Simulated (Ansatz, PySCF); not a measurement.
Stretching the N6–H7 bond in CH5GeN (SMILES [CH3][Ge][NH2]) (multiplicity 1 held, fragments rigid). Energies count from the point at 1.010 Å.
Geometry at that point (charge 0, multiplicity 1):
```xyz
8

Ge    -0.217    -0.010     0.445
C      0.730     1.396    -0.651
H      0.391     2.397    -0.381
H      0.594     1.250    -1.725
H      1.801     1.341    -0.430
N     -0.036    -1.355    -0.786
H      0.403    -1.265    -1.691
H     -0.370    -2.290    -0.613
```

U- levels take the lowest unrestricted solution at each point, which mixes spins at long bonds. Active spaces are followed from a long bond inwards. Levels need not reach the same state.

Cores are frozen in the correlated methods. Filled d and f shells under p-block atoms count as core. Rows in LANL2DZ carry no dispersion term and start afresh at each structure. LANL2DZ brings its own core potentials from Na on.

The values were computed with Ansatz (Gaussian basis) for Hartree–Fock, density functionals and correlated methods; PySCF for LANL2DZ rows. 

Energies in kcal/mol.

```tsv
R (Å)	R-B3LYP/LANL2DZ	U-B3LYP/cc-pVTZ	SC-NEVPT2 on CASSCF(2,2)/cc-pVTZ	FIC-MRCISD+Q on CASSCF(2,2)/cc-pVTZ
0.808	37.2	33.2	34.5	33.2
0.909	7.8	6.5	7.0	6.4
1.010	0.0	0.0	0.0	0.0
1.111	3.6	4.3	3.9	4.5
1.212	13.0	13.9	13.5	14.5
1.364	31.4	32.3	32.1	33.5
1.515	50.5	51.1	51.2	52.6
1.768	78.5	78.0	78.4	79.1
2.020	100.0	95.7	97.2	97.0
2.324	[?]	104.9	110.0	109.1
2.728	[?]	109.2	117.3	115.9
3.233	146.4	110.8	120.0	118.6
```

Question: Complete the blanks.

Answer: 
- 2.728, R-B3LYP/LANL2DZ: 134.5
- 2.324, R-B3LYP/LANL2DZ: 118.5

Doubts at one or more of the structures used: a spin-contaminated determinant (U-B3LYP/cc-pVTZ).

Ansatz is an electronic-structure program.
